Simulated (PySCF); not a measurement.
**Frontier orbitals and the lowest excitations**

Species: C5H11OP.
Cartesian coordinates in Å at the GFN2-xTB level; atoms count from 1:
```
atom  x, y, z in Å
C1     2.9005    0.6186   -0.1018
C2     1.9165   -0.0671    0.4553
P3     0.6399   -0.7876   -0.6032
O4     0.8518   -0.6110   -2.0399
C5    -0.9821   -0.1649    0.0245
C6    -2.0712   -0.9731   -0.6661
C7    -1.0634    1.3159   -0.3152
H8     3.6975    1.0764    0.4626
H9     2.9263    0.7331   -1.1746
H10    1.8357   -0.2209    1.5218
H11    0.6229   -2.1264   -0.1947
H12   -1.0299   -0.3107    1.1075
H13   -1.9650   -0.8772   -1.7456
H14   -3.0602   -0.6196   -0.3793
H15   -1.9897   -2.0285   -0.4076
H16   -2.0307    1.7286   -0.0330
H17   -0.9273    1.4488   -1.3878
H18   -0.2805    1.8720    0.2007
```

Computed with PySCF 2.14.0, density-fitted response routines, TDDFT B3LYP/def2-SVPD, vertical, gas phase, core orbitals frozen in the response.

Kohn–Sham orbitals with the atoms that hold most of them (Löwdin shares over 4%, at most four atoms; ? is withheld):

| orbital | ε (eV) | atoms |
| --- | --- | --- |
| HOMO-3 | -9.57 | O4 25%, C5 16%, C7 11%, H12 10% |
| HOMO-2 | -8.22 | C2 37%, C1 34%, O4 8%, P3 6% |
| HOMO-1 | -7.68 | ? |
| HOMO | -7.46 | ? |
| LUMO | -0.98 | C1 38%, C2 31%, P3 8%, H8 6% |
| LUMO+1 | 0.25 | C2 10%, C7 10%, C6 9%, C1 8% |
| LUMO+2 | 0.69 | H11 16%, H12 13%, H10 10%, O4 9% |

(1) Give the leading atoms of the HOMO-1.

(2) Which atoms hold the HOMO, and with what shares?

(3) The HOMO–LUMO gap is 6.49 eV. Where does the response calculation put the lowest singlet, and from which orbitals?

(4) Give energy, strength and leading configuration of S1, S2, S3 and S4, and follow the Löwdin shares of the leading atoms from the occupied to the empty orbital.

## Answers

(1) O4 (bonded to P) 63%; P3 (bonded to 2 C, O and H) 16%; C2 (bonded to C, P and H) 9%; H11 (bonded to P) 6%.

(2) O4 (bonded to P) 52%; P3 (bonded to 2 C, O and H) 16%; C5 (bonded to 2 C, P and H) 15%.

(3) S1 is at 5.55 eV (f = 0.015), 0.93 eV below the gap, made of HOMO→LUMO (73%), HOMO-1→LUMO (26%). 

(4) 
- S1 (5.55 eV, f 0.015), HOMO→LUMO (73%): O4 52% → at most 6%, P3 16% → 8%, C1 at most 4% → 38%, C2 at most 4% → 31%
- S2 (5.68 eV, f 0.014), HOMO-1→LUMO (73%): O4 63% → at most 6%, P3 16% → 8%, C1 at most 6% → 38%, C2 9% → 31%
- S3 (6.80 eV, f 0.0025), HOMO→LUMO+1 (88%): O4 52% → at most 9%, P3 16% → at most 9%, C2 at most 4% → 10%, C7 at most 4% → 10%
- S4 (7.02 eV, f 0.0049), HOMO-1→LUMO+1 (83%): O4 63% → at most 9%, P3 16% → at most 9%, C2 9% → 10%, C7 at most 6% → 10%

One conformer stands for the species.
